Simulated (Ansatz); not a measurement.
Basis-set extrapolation for `CS[SiH2]O` (PBE0-D4/def2-TZVP geometry, frozen core, Ansatz). Multiplicity 1, RHF reference.

|  | def2-TZVPP | def2-QZVPP |
| --- | --- | --- |
| HF | -802.838578 | -802.864903 |
| MP2 correlation | -0.720697 | -0.777794 |
| CCSD(T) correlation | -0.795669 | not run |

Energies in hartree. Use E(X) = E(∞) + A·exp(−7.88·√X) for Hartree–Fock and E(X) = E(∞) + B·X^(−2.97) for correlation, with X = 3 and 4, and add CCSD(T) minus MP2 of the smaller set to the MP2 limit.

Problem. What is the CCSD(T) energy at the basis-set limit?

Solution. HF limit: -802.864903 + (-0.026325) × 0.13774 = -802.86853. MP2 limit: -0.777794 + (-0.057097) × 0.74074 = -0.82009. Higher-order term: -0.795669 − (-0.720697) = -0.07497. Total: -803.76359 hartree, 3.52 eV below CCSD(T)/def2-TZVPP.
